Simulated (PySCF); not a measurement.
Ga(H)2(NCO) (CH2GaNO), SMILES C(=[N][GaH2])=O.

The structure is a stationary point at ωB97X-D3(BJ)/def2-SVP.

Calculation: PySCF with C-PCM-PBE0/def2-SVP.

The values are the electrostatic part of the solvation free energy, E(continuum) − E(gas) at the gas-phase geometry, in a cavity of scaled van der Waals radii (PySCF's table); cavitation and dispersion terms are not included. A continuum can't describe solvent molecules that bind to the metal. In vacuum the orbital gap is 6.15 eV. The dipole moment in vacuum is 2.82 D.

```csv
solvent,ε,ΔG(elec) (kcal/mol),dipole (D),gap (eV)
water,78.36,-4.5,3.65,6.64
benzene,2.27,___,___,___
1-octanol,9.86,-4.0,3.56,6.59
```

Task: Complete the blanks. (Estimate from the structure and the level; the computed values follow.)

Result: 
- benzene, ΔG(elec) (kcal/mol): -2.4
- benzene, dipole (D): 3.24
- benzene, gap (eV): 6.42
